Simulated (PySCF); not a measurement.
Spectrum to structure. Method used: TDDFT PBE0/def2-SVPD, vertical, gas phase, core orbitals frozen in the response in PySCF. Geometries: GFN2-xTB, one conformer each.

| state | E (eV) | f | main configurations (H = HOMO, L = LUMO) |
| --- | --- | --- | --- |
| S1 | 3.46 | 0.0003 | H→L (99%) |
| S2 | 5.34 | 0.0000 | H→L+2 (92%) |
| S3 | 5.41 | 0.341 | H-1→L (94%) |
| S4 | 6.28 | 0.0033 | H→L+1 (91%), H→L+4 (8%) |
| S5 | 6.43 | 0.090 | H-2→L (91%) |
| S6 | 6.79 | 0.0005 | H-3→L (97%) |

Triplets computed (Tamm–Dancoff): 3.17, 3.29 eV.

Question: Which candidate is it? All have the formula C6H6O.
A. `C1=C[C@H]2C=C[C@@H]1O2`
B. `C=CCc1cc1=O`
C. `C=C(C)C1=CC1=O`

Answer: C. Its S1, at 3.46 eV, is the lowest among the candidates; the nearest of the others has S1 at 4.31 eV. S1 is HOMO→LUMO (99%). Löwdin shares by element: HOMO oxygen 53%, carbon 40% or more; LUMO carbon 82% or more (atoms not listed hold the other 18%). At the same level the other candidates give, for their lowest levels:
- `C1=C[C@H]2C=C[C@@H]1O2`: 4.59 eV (f 0.000); 5.37 eV (f 0.000); 5.85 eV (f 0.012); 6.30 eV (f 0.008); 6.64 eV (f 0.086); T1 3.07 eV; HOMO -6.52, LUMO -0.84 eV
- `C=CCc1cc1=O`: 4.31 eV (f 0.001); 5.59 eV (f 0.002); 5.69 eV (f 0.033); 6.24 eV (f 0.004); 6.33 eV (f 0.020); T1 3.88 eV; HOMO -6.77, LUMO -0.85 eV

The values belong to the conformer `[CH2:1]=[C:2]([CH3:3])[c:4]1[cH:5][c:6]1=[O:7]`: C1–C2–C4–C5 180°.
